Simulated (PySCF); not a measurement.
## Computed properties of Zn(Br)(Me) (CH3BrZn), SMILES [Zn]([Br])[CH3]

Zn(Br)(Me) (CH3BrZn), SMILES [Br][Zn][CH3]. Geometry optimised at B3LYP-D3(BJ)/def2-SVP. The structure was generated by enumeration; whether it is a known compound was not checked. One conformer was computed; it need not be the lowest. All values are computed for the isolated molecule unless a solvent is named; none is compared with measurement here.

**Structure.** The optimised structure has C3v symmetry. All 12 harmonic modes at B3LYP-D3(BJ)/def2-SVP (PySCF) are real, so it is a minimum. With heavy atoms numbered as in [Zn:1]([Br:2])[CH3:3], the shortest bond between them is Zn1–C3 at 1.944 Å and the longest Zn1–Br2 at 2.265 Å.

**Vibrations.** The strongest infrared lines (harmonic, unscaled, degenerate partners summed) lie at 701 cm⁻¹ (70 km/mol, H 82 %, C 16 %), 569 cm⁻¹ (24 km/mol, C 58 %, Zn 25 %, H 16 %), 282 cm⁻¹ (19 km/mol, Br 50 %, Zn 34 %, C 13 %). The softest mode is at 104 cm⁻¹ and the zero-point energy is 22.6 kcal/mol.

**Electronic structure.** r2SCAN/def2-TZVPD (PySCF) places the frontier levels at -7.22 and -1.19 eV, a gap of 6.03 eV, and gives a dipole moment of 2.47 D and a mean polarisability of 62.9 bohr³. PBE/def2-TZVPD (PySCF) at the same geometry gives -6.92 and -1.55 eV, so its gap is 0.66 eV narrower. An orbital gap is neither the optical nor the fundamental gap.

**Excitations.** TDDFT-M06-2X/def2-SVPD (PySCF) has S1 at 6.32 eV (196 nm, f = 0.073, bright); the most intense of the 10 singlets computed lies at 7.31 eV (f = 0.36). Strengths of degenerate partners are summed. T1 (TDA) is at 5.68 eV. TDDFT-PBE/def2-SVPD (PySCF) puts S1 at 5.51 eV. No vertical singlet excitation falls in the visible range (under 3.1 eV).

**NMR.** GIAO shifts at KT2/pcSseg-1 (PySCF) (non-relativistic, atoms alike by connectivity averaged): ¹³C at -7.7 ppm against TMS; ¹H at 0.6 ppm against TMS. Without spin–orbit terms, shifts of atoms bonded to Cl or Br come out too high.
